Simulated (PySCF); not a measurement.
C6H11O3, doublet, at a GFN2-xTB geometry; MP2/6-31G* (PySCF).

The PySCF input:
```python
from pyscf import gto, scf, mp

mol = gto.M(
    atom='''
C    -2.84706813   -1.01556040   -0.45137452
C    -1.93997425   -0.09485473    0.15029743
O    -2.18277782    0.59152154    1.12868396
O    -0.75557604   -0.06081484   -0.50369527
C     0.25503602    0.78486004    0.03943625
C     0.10101297    2.20323868   -0.50346089
C     1.60191394    0.16650541   -0.32791218
O     1.81876230   -0.96055683    0.48437672
C     3.00690422   -1.64061159    0.17483949
H    -2.55438891   -1.56747728   -1.32403870
H    -3.82275640   -1.14674455   -0.02326994
H     0.14629852    0.78954684    1.13182408
H     0.19398139    2.20050608   -1.58712482
H    -0.87849562    2.58866316   -0.23201452
H     0.86203775    2.85028242   -0.07783406
H     1.59069645   -0.12045765   -1.39031957
H     2.40151494    0.90775933   -0.17397443
H     3.07160979   -2.48096705    0.86247585
H     3.88240569   -0.99178154    0.30601710
H     2.99688006   -2.01199315   -0.85761762
''',
    basis='6-31g*',
    spin=1,
    verbose=4,
)

mf = scf.UHF(mol)
mf.kernel()

pt = mp.MP2(mf, frozen=9)
pt.kernel()
print('E(MP2) = %.10f' % pt.e_tot)
```

### Question
Predict the main parts of the log of this PySCF run.

### Answer

```
PySCF version 2.14.0

[INPUT] verbose = 4
[INPUT] num. atoms = 20
[INPUT] num. electrons = 71
[INPUT] charge = 0
[INPUT] spin (= nelec alpha-beta = 2S) = 1
[INPUT] symmetry False subgroup None
[INPUT] Mole.unit = angstrom
[INPUT] Symbol           X                Y                Z      unit          X                Y                Z       unit  Magmom
[...]
nuclear repulsion = 471.495495096407
number of shells = 76
number of NR pGTOs = 287
number of NR cGTOs = 148
basis = 6-31g*
ecp = {}

******** <class 'pyscf.scf.uhf.UHF'> ********
method = UHF
initial guess = minao
damping factor = 0
level_shift factor = 0
DIIS = <class 'pyscf.scf.diis.CDIIS'>
diis_start_cycle = 1
diis_space = 8
diis_damp = 0
SCF conv_tol = 1e-09
SCF conv_tol_grad = None
SCF max_cycles = 50
direct_scf = True
direct_scf_tol = 1e-13
number electrons alpha = 36  beta = 35
Set gradient conv threshold to 3.16228e-05
init E= -459.870916112372

cycle= 1 E= -457.907792769821  delta_E= 1.96  |g|= 0.698  |ddm|=  2.8
cycle= 2 E= -458.070943183134  delta_E= -0.163  |g|= 0.457  |ddm|= 0.814
cycle= 3 E= -458.149840643604  delta_E= -0.0789  |g|= 0.0781  |ddm|= 0.352
cycle= 4 E= -458.154637699123  delta_E= -0.0048  |g|= 0.0377  |ddm|= 0.102
cycle= 5 E= -458.155761365539  delta_E= -0.00112  |g|= 0.0165  |ddm|= 0.0426
cycle= 6 E= -458.156334751017  delta_E= -0.000573  |g|= 0.0113  |ddm|= 0.0347
cycle= 7 E= -458.15671309461  delta_E= -0.000378  |g|= 0.0073  |ddm|= 0.0328
cycle= 8 E= -458.156930844784  delta_E= -0.000218  |g|= 0.00545  |ddm|= 0.0239
cycle= 9 E= -458.157125630619  delta_E= -0.000195  |g|= 0.00333  |ddm|= 0.0305
cycle= 10 E= -458.157207055636  delta_E= -8.14e-05  |g|= 0.00157  |ddm|= 0.0254
cycle= 11 E= -458.157218926665  delta_E= -1.19e-05  |g|= 0.000605  |ddm|= 0.0101
cycle= 12 E= -458.157220088937  delta_E= -1.16e-06  |g|= 0.000225  |ddm|= 0.00297
cycle= 13 E= -458.157220188883  delta_E= -9.99e-08  |g|= 0.000109  |ddm|= 0.00064
cycle= 14 E= -458.157220208991  delta_E= -2.01e-08  |g|= 3.96e-05  |ddm|= 0.000498
cycle= 15 E= -458.157220211042  delta_E= -2.05e-09  |g|= 2.15e-05  |ddm|= 0.000128
cycle= 16 E= -458.157220211835  delta_E= -7.93e-10  |g|= 1.22e-05  |ddm|= 6.42e-05
Extra cycle  E= -458.15722021206  delta_E= -2.25e-10  |g|= 9.08e-06  |ddm|= 1.83e-05
converged SCF energy = -458.15722021206  <S^2> = 0.80604362  2S+1 = 2.0552797

******** <class 'pyscf.mp.ump2.UMP2'> ********
nocc = (np.int64(27), np.int64(26)), nmo = (139, 139)
frozen orbitals 9
E(UMP2) = -459.417361923492  E_corr = -1.2601417114314
E(SCS-UMP2) = -459.386174170485  E_corr = -1.22895395842444
E_corr(same-spin) = -0.326787802261436
E_corr(oppo-spin) = -0.933353909169964
E(MP2) = -459.4173619235
```
